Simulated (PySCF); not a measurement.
**Computed properties of Si(CCH)2(Me)(OH) (C₅H₆OSi), SMILES C(#C)[Si](C#C)(C)O**

Si(CCH)2(Me)(OH) (C₅H₆OSi), SMILES C#C[Si](C)(O)C#C. Geometry: PBE0-D3(BJ)/def2-SVP. Other conformers were not sampled. All values are computed for the isolated molecule unless a solvent is named; none is compared with measurement here.

**Structure.** The optimised structure has Cs symmetry. All 33 harmonic modes at PBE0-D3(BJ)/def2-SVP (PySCF) are real, so it is a minimum. With heavy atoms numbered as in [CH:1]#[C:2][Si:3]([CH3:4])([OH:5])[C:6]#[CH:7], the shortest bond between them is C6–C7 at 1.217 Å and the longest Si3–C4 at 1.852 Å.

**Vibrations.** The strongest infrared lines (harmonic, unscaled, degenerate partners summed) lie at 860 cm⁻¹ (326 km/mol, H 60 %, Si 18 %, O 14 %), 813 cm⁻¹ (187 km/mol, H 59 %, C 22 %, Si 19 %), 655 cm⁻¹ (112 km/mol, C 43 %, Si 40 %, H 17 %). The softest mode is at 92 cm⁻¹ and the zero-point energy is 56.7 kcal/mol.

**Electronic structure.** PBE0/def2-TZVP (PySCF) places the frontier levels at -8.07 and -0.67 eV, a gap of 7.40 eV, and gives a dipole moment of 1.12 D and a mean polarisability of 80.2 bohr³. PBE/def2-TZVP (PySCF) at the same geometry gives -6.84 and -1.58 eV, so its gap is 2.14 eV narrower. An orbital gap is neither the optical nor the fundamental gap.

**Excitations.** TDA-M06-2X/def2-SVPD (PySCF) has S1 at 5.49 eV (226 nm, f = 0.000, dark); the most intense of the 10 singlets computed lies at 7.84 eV (f = 0.08). T1 (TDA) is at 5.04 eV, 0.45 eV under S1. TDA-PBE/def2-SVPD (PySCF) puts S1 at 5.39 eV. No vertical singlet excitation falls in the visible range (under 3.1 eV).

**NMR.** GIAO shifts at HF/pcSseg-1 (PySCF) (non-relativistic, atoms alike by connectivity averaged): ¹³C from 2.5 to 108.4 ppm against TMS; ¹H from 0.7 to 3.0 ppm against TMS; ²⁹Si at -38.6 ppm against TMS.

**Solvation.** SMD-ωB97X/6-31G* (PySCF) gives -3.7 kcal/mol in water, -4.5 kcal/mol in tetrahydrofuran, -5.0 kcal/mol in chlorobenzene (1 M in both phases, gas-phase geometry); of these solvents chlorobenzene holds the molecule best.
